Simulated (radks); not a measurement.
Values are calculated unless marked as measured or tabulated.
All-electron atom: Li in [He] 2s1.

Level of theory: scalar-relativistic Kohn-Sham, BLYP, spin-unpolarised, spherical densities, point nucleus; without spin polarisation the odd electron is poorly described (a radial shooting solver on a logarithmic mesh with Libxc functionals).

Energy parts (hartree):
part                     energy
total                  -7.47581
kinetic                 7.43488
electron-nucleus      -17.14100
Hartree                 4.04411
exchange-correlation   -1.81381

Orbitals (lengths in bohr, moments of r in powers of bohr):
orbital  occ.  eigenvalue (hartree)   <r^4>   <1/r>     <r>
1s          2              -1.91338  0.6058   2.676  0.5821
2s          1              -0.10121   626.3  0.3617   3.885
2p          0              -0.03621    2474  0.2577   5.160

The highest occupied level is 2s at -2.754 eV. Summed over all electrons, <r^2> = 19.07 bohr^2, which gives a Langevin (diamagnetic) susceptibility term of -15.1 x 10^-6 cm^3/mol.
